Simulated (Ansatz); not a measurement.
H8OSSi3, SMILES `O[SiH2][SiH]([SiH3])S`, relaxed with RKS PBE0-D4/def2-TZVP in Ansatz from a PBE-D4/def2-SVP geometry. The force threshold is 0.005 eV/Å; the program also tests the step.

The species carries charge 0 and has multiplicity 1.

Start:

```xyz
13

O     0.180    1.801   -2.010
Si    0.778    0.328   -1.416
Si   -0.874   -0.279    0.144
Si    0.021   -1.523    1.923
S    -1.502    1.647    0.932
H     0.812    2.349   -2.508
H     0.968   -0.684   -2.520
H     2.112    0.517   -0.734
H    -1.996   -1.049   -0.512
H    -0.989   -1.679    3.028
H     0.427   -2.893    1.444
H     1.235   -0.818    2.464
H    -1.173    2.284   -0.235
```

```json
{"step": "1", "energy (eV)": "-36633.7639", "largest force (eV/Å)": "0.907", "largest move (Å)": "0.000"}
{"step": "2", "energy (eV)": "-36633.8126", "largest force (eV/Å)": "0.630", "largest move (Å)": "0.100"}
{"step": "3", "energy (eV)": "-36633.8257", "largest force (eV/Å)": "0.392", "largest move (Å)": "0.048"}
{"step": "4", "energy (eV)": "-36633.8291", "largest force (eV/Å)": "0.262", "largest move (Å)": "0.079"}
{"step": "5", "energy (eV)": "-36633.8319", "largest force (eV/Å)": "0.053", "largest move (Å)": "0.039"}
{"step": "6", "energy (eV)": "-36633.8342", "largest force (eV/Å)": "0.048", "largest move (Å)": "0.038"}
{"step": "7", "energy (eV)": "-36633.8348", "largest force (eV/Å)": "0.015", "largest move (Å)": "0.039"}
{"step": "8", "energy (eV)": "-36633.8350", "largest force (eV/Å)": "0.021", "largest move (Å)": "0.034"}
{"step": "9", "energy (eV)": "-36633.8351", "largest force (eV/Å)": "0.020", "largest move (Å)": "0.019"}
{"step": "10", "energy (eV)": "-36633.8351", "largest force (eV/Å)": "0.010", "largest move (Å)": "0.004"}
{"step": "11", "energy (eV)": "-36633.8352", "largest force (eV/Å)": "0.005", "largest move (Å)": "0.007"}
{"step": "12", "energy (eV)": "-36633.8352", "largest force (eV/Å)": "0.003", "largest move (Å)": "0.009"}
```

End:

```xyz
13

O     0.222    1.721   -2.130
Si    0.815    0.366   -1.382
Si   -0.833   -0.205    0.174
Si    0.017   -1.543    1.892
S    -1.478    1.643    1.060
H     0.789    2.176   -2.754
H     1.071   -0.727   -2.364
H     2.106    0.660   -0.696
H    -1.959   -0.917   -0.497
H    -0.997   -1.724    2.965
H     0.381   -2.879    1.346
H     1.230   -0.910    2.471
H    -1.363    2.340   -0.085
```

Hardware: 4 threads of an Arm Neoverse V1 on a shared host. Wall time 68 s, peak host memory 0.75 GiB.
